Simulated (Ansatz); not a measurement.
`N[BH][SnH3]`. Total charge 0; spin multiplicity 1. Sn: def2 effective core potential. The structure was optimised at the PBE0-D4/def2-TZVP level. It is one conformer, not always the lowest.

```xyz
9

N    -0.934    1.428   -0.343
B    -0.929    0.113    0.087
Sn    1.007   -1.027    0.202
H    -1.778    1.976   -0.410
H    -0.109    1.934   -0.619
H    -1.974   -0.386    0.389
H     1.013   -2.427   -0.783
H     1.374   -1.552    1.789
H     2.330   -0.058   -0.313
```

What is the dipole moment at B3LYP/def2-TZVPP? (Best estimate.)

The calculation gave: 2.93 D, with components (-1.36, 2.52, -0.64) D in this frame, pointing from negative to positive charge.

And with PBE, r2SCAN, ωB97M-V? (An estimate is asked.)

The calculation gave: PBE 2.98 D, r2SCAN 2.95 D, ωB97M-V 2.92 D.

Give the Mulliken charges with B3LYP, r2SCAN, ωB97M-V in def2-TZVPP. (Estimate.)

The calculation gave: 
```tsv
atom	B3LYP	r2SCAN	ωB97M-V
N1	-0.22	-0.27	-0.19
B2	-0.11	-0.08	-0.11
Sn3	0.42	0.42	0.28
H4	0.17	0.18	0.14
H5	0.17	0.19	0.14
H6	0.02	-0.02	0.06
H7	-0.14	-0.14	-0.10
H8	-0.14	-0.14	-0.10
H9	-0.16	-0.15	-0.12
```

B3LYP here is the variant with VWN-RPA as its local correlation; programs differ in this.

Results of the Gaussian-basis code of Ansatz.
